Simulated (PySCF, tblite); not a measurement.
Isomers of [C8H6N3]- (charge -1), one GFN2-xTB conformer each. Single-point energies are computed at PBE0/pcSseg-1 (PySCF, gas phase, no added dispersion term), electronic only.

**Question.** Rank them by PBE0/pcSseg-1 energy, lowest first (kcal/mol).
A. `[CH2:1]=[CH:2][c:3]1[cH:4][cH:5][c:6]2[n-:7][n:8][n:9][c:10]2[cH:11]1` (charge -1) with C1–C2–C3–C4 0°
B. `[cH:1]1[cH:2][cH:3][c:4](-[c:5]2[cH:6][n:7][n:8][n-:9]2)[cH:10][cH:11]1` (charge -1) with C3–C4–C5–C6 180°
C. `[CH2:1]=[CH:2][c:3]1[cH:4][cH:5][cH:6][c:7]2[n-:8][n:9][n:10][c:11]12` (charge -1) with C1–C2–C3–C4 0°

**Answer.** B (0.0), A (9.6), C (9.6).

Neighbours under 5.0 kcal/mol apart (C=Cc1ccc2[n-]nnc2c1 and C=Cc1cccc2[n-]nnc12) can change places with a better method, another conformer or zero-point energy. GFN2-xTB itself gives, in the same order: 0.0, 7.9, 7.8. Both levels put the same isomer lowest; measured from each level's own lowest isomer, the values differ by up to 1.8 kcal/mol (C=Cc1cccc2[n-]nnc12: 7.8 against 9.6).

**Question.** What happens when harmonic zero-point energies from GFN2-xTB frequencies are added?

**Answer.** 
```json
{"SMILES": "c1ccc(-c2cnn[n-]2)cc1", "ZPE (kcal/mol)": "77.0", "electronic (kcal/mol)": "0.0", "with ZPE (kcal/mol)": "0.0"}
{"SMILES": "C=Cc1ccc2[n-]nnc2c1", "ZPE (kcal/mol)": "76.4", "electronic (kcal/mol)": "9.6", "with ZPE (kcal/mol)": "8.9"}
{"SMILES": "C=Cc1cccc2[n-]nnc12", "ZPE (kcal/mol)": "76.4", "electronic (kcal/mol)": "9.6", "with ZPE (kcal/mol)": "9.0"}
```

The zero-point energies span 0.6 kcal/mol. The order is unchanged.
